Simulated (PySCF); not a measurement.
Computed with PBE0-D4/def2-TZVP (PySCF 2.14.0). Gas-phase values, no solvent. One relaxed conformer stands for a flexible species; it need not be the lowest. Excitations are Tamm–Dancoff values on a coarser integration grid. The basis has no diffuse functions, so Rydberg states are missing or too high.

Reference species (SMILES): `O[SiH3]` (neutral, multiplicity 1).

```
Item                      Value
----------------------  -------
S1–T1 gap (TDA)         0.42 eV
S1 oscillator strength    0.002
HOMO–LUMO gap           8.77 eV
S1 excitation (TDA)     7.14 eV
```

Changed species: `C([SiH2]O)(C)=O` (O–C–Si–O torsion 0°, C–Si–O–H torsion 0°) (X = acetyl; the reference has X = H).

Predict the effect on the S1–T1 gap (TDA), S1 oscillator strength, HOMO–LUMO gap and S1 excitation (TDA).

the S1–T1 gap (TDA) goes up by 0.35 eV, to 0.77 eV; the S1 oscillator strength stays essentially unchanged; the HOMO–LUMO gap falls by 2.93 eV, to 5.84 eV; the S1 excitation (TDA) falls by 3.44 eV, to 3.70 eV.
